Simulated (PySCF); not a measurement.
**Relaxation of singlet TeOF₂**

Computed with PySCF, PBE0, basis Te def2-TZVP with ECP28, O def2-TZVP, F def2-TZVP (scalar-relativistic core potentials, no spin–orbit coupling, density fitting). A (50,194) grid was used.

A hand-made T-shaped (ligand arrangement 1) start, of Cs symmetry, held to at least that symmetry:

```xyz
4
charge 0 multiplicity 1, angstrom
Te   -0.0457    0.0000   -0.2194
O    -1.8946    0.0000   -0.1548
F    -0.0457    0.0000    1.7806
F     1.9531    0.0000   -0.1496
```

**Question.** What forces act on the atoms at the start (eV/Å)?

**Answer.** 
```csv
atom,Fx,Fy,Fz
Te1,-2.27,0.00,2.32
O2,1.91,0.00,-0.24
F3,0.54,0.00,-2.45
F4,-0.18,0.00,0.38
```

**Question.** What does it relax to?

**Answer.** It ends at Cs with Te–F 1.868 Å, Te–F 1.998 Å, Te–O 1.793 Å; F–Te–F 79.9°, F–Te–O 91.1°, F–Te–O 171.0° (after a last refinement on a finer grid). A frequency run shows 1 imaginary mode, down to 252i cm⁻¹, so it is a saddle point. Other isomers or separated fragments may lie lower.

**Question.** How much energy is released, and in how many steps?

**Answer.** 30.5 kJ/mol in 5 steps.
